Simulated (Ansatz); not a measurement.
```xyz
15

C    -0.531   -1.792    0.214
N    -0.064   -0.410    0.049
Si    1.250   -0.250   -1.080
O     1.764    1.297   -1.155
Si   -0.787    0.813    0.970
O    -0.552    2.226    0.164
F    -2.347    0.504    1.101
H     0.125   -2.369    0.875
H    -1.542   -1.820    0.624
H    -0.567   -2.302   -0.754
H     0.762   -0.764   -2.390
H     2.401   -1.086   -0.652
H     1.081    1.959   -0.997
H    -0.323    0.958    2.367
H    -0.669    3.037    0.663
```

Charge 0, multiplicity 1.

Problem. List the PBE/def2-TZVPP orbital energies in eV (Ansatz 0.2.0). (Best estimate.)

Solution. The calculation gave: Occupied: -1781.01, -1780.07, -659.86, -511.04, -510.07, -380.36, -269.94, -138.56, -137.70, -95.35, -95.30, -95.24, -94.47, -94.43, -94.39, -29.62, -25.83, -24.88, -21.97, -16.73, -14.52, -13.64, -12.94, -11.97, -11.29, -11.15, -10.63, -10.49, -9.87, -9.85, -8.97, -8.96, -8.84, -8.24, -7.95, -7.14, -6.09. Lowest empty: -0.66, -0.09, 0.30, 0.71, 1.08, 1.33, 1.74, 1.94.
